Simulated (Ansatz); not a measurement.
`C[B]([SiH3])[SnH3]` + `CC(=O)[SiH3]` → `CB([SiH3])[SiH3]` + `C[C](=O)[SnH3]`  (redistribution)

Calculated with Ansatz (gas phase, PBE0-D4/def2-TZVP geometries, no zero-point term in ΔE). CBS: MP2 limit from def2 TZ/QZ plus the TZ coupled-cluster correction, frozen cores. Elements past krypton have def2 core potentials. For Sn outer-core shells are correlated without core-valence functions, which leaves a few kJ/mol of doubt a bond.

| species | CCSD(T)/CBS(def2) energy (Eh) |
| --- | --- |
| `C[B]([SiH3])[SnH3]` | -571.31718 |
| `CC(=O)[SiH3]` | -443.93955 |
| `CB([SiH3])[SiH3]` | -646.38116 |
| `C[C](=O)[SnH3]` | -368.86843 |

(1) Work out ΔE.

Largest T1 diagnostic among the species: 0.015.

Answers

(1) ΔE = (-646.38116) + (-368.86843) − (-571.31718) − (-443.93955) = 0.00714 Eh = +4.5 kcal/mol.

From PBE to PBE0 (25 % exact exchange), in def2-TZVPP and without D4, ΔE moves by +1.0 kcal/mol.
